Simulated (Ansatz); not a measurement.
Geometry optimisation, RKS B3LYP/6-31G* in Ansatz 0.2.0.

input.yaml

```yaml
crystal:
  periodic: [false, false, false]
  atoms:
    - { symbol: B, position_ang: [0.0, 0.0, 0.0] }
    - { symbol: F, position_ang: [0.0, 0.0, 1.32] }
    - { symbol: C, position_ang: [1.3856, 0.0, -0.8] }
    - { symbol: H, position_ang: [1.7152, -1.0462, -0.9702] }
    - { symbol: H, position_ang: [1.2491, 0.508, -1.7774] }
    - { symbol: H, position_ang: [2.1552, 0.5381, -0.2082] }
    - { symbol: F, position_ang: [-1.1431, 0.0, -0.66] }
basis:
  gaussian: { orbitals: "6-31G*" }
hamiltonian:
  xc: b3lyp
relax:
  f_tol: 0.02
  max_steps: 40
```

Command:

```bash
$ ansatz run input.yaml --threads 1 --pin off --max-ram 2048MiB --backend cpu --events-out ev --progress --plain --runs-dir out
```

Task: Where does it end, and by what steps?

Result: It converged. After 5 steps the energy has fallen by 0.056 eV; H4 moved furthest, 0.03 Å.

| step | energy less start (eV) | largest force component (eV/Å) | accepted |
| --- | --- | --- | --- |
| 0 | 0.0000 | 1.364 | yes |
| 1 | -0.0425 | 0.719 | yes |
| 2 | -0.0379 | 0.679 | no |
| 3 | -0.0485 | 0.416 | yes |
| 4 | -0.0556 | 0.125 | yes |
| 5 | -0.0559 | 0.008 | yes |

```xyz
7
Properties=species:S:1:pos:R:3
B 0.019 0.009 -0.011
F -0.027 -0.012 1.317
C 1.374 0.021 -0.794
H 1.705 -1.014 -0.964
H 1.278 0.490 -1.778
H 2.169 0.519 -0.232
F -1.155 -0.012 -0.634
```

Whether the end is a true minimum wasn't checked by a vibrational analysis.

Run time: 11 s on 1 thread of Arm Neoverse V2 (shared host), peak memory 0.13 GiB.
